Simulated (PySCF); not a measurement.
C₂H₅O, SMILES C[CH]O, multiplicity 2.

Geometry optimised at PBE0-D3(BJ)/def2-TZVP. The isomer is the one that the SMILES or the coordinates give; other isomers of the formula were not compared. One conformer was computed; it need not be the lowest.

Computed with PBE0-D3(BJ)/def2-TZVP run with PySCF.

No scaling factor is applied to the harmonic values.

Question: Estimate the vibrational spectrum. (An estimate is asked for; the answer gives what the named calculation found.)

Answer: 
```json
[
 {"mode": "1", "ν (cm⁻¹)": "185", "IR (km/mol)": "3.6", "moving atoms (share of kinetic energy)": "H 85 %"},
 {"mode": "2", "ν (cm⁻¹)": "363", "IR (km/mol)": "129.6", "moving atoms (share of kinetic energy)": "H 90 %"},
 {"mode": "3", "ν (cm⁻¹)": "411", "IR (km/mol)": "10.4", "moving atoms (share of kinetic energy)": "C 36 %, H 36 %, O 28 %"},
 {"mode": "4", "ν (cm⁻¹)": "564", "IR (km/mol)": "19.6", "moving atoms (share of kinetic energy)": "H 77 %, C 19 %"},
 {"mode": "5", "ν (cm⁻¹)": "941", "IR (km/mol)": "10.6", "moving atoms (share of kinetic energy)": "H 47 %, C 36 %, O 17 %"},
 {"mode": "6", "ν (cm⁻¹)": "1016", "IR (km/mol)": "3.5", "moving atoms (share of kinetic energy)": "H 70 %, C 30 %"},
 {"mode": "7", "ν (cm⁻¹)": "1066", "IR (km/mol)": "29.2", "moving atoms (share of kinetic energy)": "H 59 %, C 40 %"},
 {"mode": "8", "ν (cm⁻¹)": "1231", "IR (km/mol)": "24.8", "moving atoms (share of kinetic energy)": "H 57 %, C 24 %, O 19 %"},
 {"mode": "9", "ν (cm⁻¹)": "1282", "IR (km/mol)": "148.6", "moving atoms (share of kinetic energy)": "H 53 %, C 30 %, O 17 %"},
 {"mode": "10", "ν (cm⁻¹)": "1385", "IR (km/mol)": "0.4", "moving atoms (share of kinetic energy)": "H 81 %, C 18 %"},
 {"mode": "11", "ν (cm⁻¹)": "1450", "IR (km/mol)": "8.0", "moving atoms (share of kinetic energy)": "H 86 %, C 13 %"},
 {"mode": "12", "ν (cm⁻¹)": "1463", "IR (km/mol)": "22.5", "moving atoms (share of kinetic energy)": "H 67 %, C 31 %"},
 {"mode": "13", "ν (cm⁻¹)": "1483", "IR (km/mol)": "4.5", "moving atoms (share of kinetic energy)": "H 89 %, C 10 %"},
 {"mode": "14", "ν (cm⁻¹)": "2978", "IR (km/mol)": "41.0", "moving atoms (share of kinetic energy)": "H 95 %"},
 {"mode": "15", "ν (cm⁻¹)": "3070", "IR (km/mol)": "15.9", "moving atoms (share of kinetic energy)": "H 93 %"},
 {"mode": "16", "ν (cm⁻¹)": "3131", "IR (km/mol)": "4.8", "moving atoms (share of kinetic energy)": "H 91 %, C 9 %"},
 {"mode": "17", "ν (cm⁻¹)": "3153", "IR (km/mol)": "42.2", "moving atoms (share of kinetic energy)": "H 92 %, C 8 %"},
 {"mode": "18", "ν (cm⁻¹)": "3878", "IR (km/mol)": "61.4", "moving atoms (share of kinetic energy)": "H 94 %"}
]
```
